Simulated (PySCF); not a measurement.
## Pt⁺: ionisation energy

Pt⁺ [Xe] 4f14 5d9 (2D) → Pt²⁺ [Xe] 4f14 5d8 (3F), as a difference of total energies. Computed with PySCF 2.14 in aug-cc-pVDZ-PP with ECP60MDF (5s5p4d2f, 54 functions), with a scalar-relativistic core potential. Correlated levels: valence: 5s2 5p6 frozen. The calculations carry no spin-orbit coupling.

```csv
method,ionisation energy (eV)
UHF,16.877
LDA,19.555
PBE,19.116
PBE0,18.838
M06-L,18.551
HSE06,18.841
TPSSh,18.681
MP2 (valence),18.523
SCS-MP2 (valence),18.414
```

Question: How much does correlation contribute at MP2 (valence)?

Answer: 18.523 − (16.877) = 1.646 eV, measured against UHF.

The reference lies between the lowest fine-structure levels, while these numbers refer to the centres of the terms.

Errors of the correlated levels include the incompleteness of this basis and the frozen core.

For comparison: 18.56 ± 0.12 eV (measured; NIST Atomic Spectra Database, ionization energies).
